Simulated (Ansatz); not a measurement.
Consider the ligand exchange at a Ge–C bond: `O[CH2][GeH3]` + CH₃SH → `C[S][GeH3]` + CH₃OH.

Isolated molecules relaxed with PBE0-D4/def2-TZVP in Ansatz; ΔE leaves out vibrations. CBS: MP2 limit from def2 TZ/QZ plus the TZ coupled-cluster correction, frozen cores. This one scheme is used for every species. Functionals use def2-TZVPP. HSE06 is defined as in plane-wave codes. For Ge outer-core shells are correlated without core-valence functions, which leaves a few kJ/mol of doubt a bond. Scalar relativity is left out up to krypton. Each species was taken in one conformer, which may not be the lowest.

(1) Is it downhill or uphill in electronic energy at CCSD(T)/CBS, and by how much? (Best estimate.)

(2) What do these levels give: PBE-D4, BLYP-D4, r2SCAN-D4, B97M-V, r2SCANh-D4, HSE06-D4, B2PLYP, PBE-QIDH, LC-ωPBE, HF/def2-SVP, CCSD(T)/def2-SVP, MP2/def2-TZVPP? (Estimate.)

(3) What do rigid-rotor, harmonic-oscillator terms from PBE0-D4/def2-TZVP frequencies (298.15 K, 1 bar) make of the CCSD(T)/CBS value? (Estimate.)

Largest T1 diagnostic among the species: 0.011.

Results:

(1) Computed: Downhill: ΔE = -69.9 kJ/mol.

(2) Ansatz gave: PBE-D4 -71.8, BLYP-D4 -71.1, r2SCAN-D4 -73.4, B97M-V -74.4, r2SCANh-D4 -73.8, HSE06-D4 -73.7, B2PLYP -70.6, PBE-QIDH -73.2, LC-ωPBE -67.2, HF/def2-SVP -72.6, CCSD(T)/def2-SVP -67.7, MP2/def2-TZVPP -72.1 kJ/mol.

(3) The calculation gave: ΔZPE = +7.2 kJ/mol, ΔH = -62.1 kJ/mol, ΔS = 2 J/(mol·K), ΔG = -62.8 kJ/mol.

Leaving LDA and LC-ωPBE aside and taking each functional with its dispersion term where it has one, the values, not all of them listed here, spread over 6.8 kJ/mol, from BHLYP-D4 to CAM-B3LYP-D4. LDA lies +4.6 kJ/mol from PBE without D4. From BLYP to BHLYP (50 % exact exchange), in def2-TZVPP and without D4, ΔE moves by −3.7 kJ/mol.
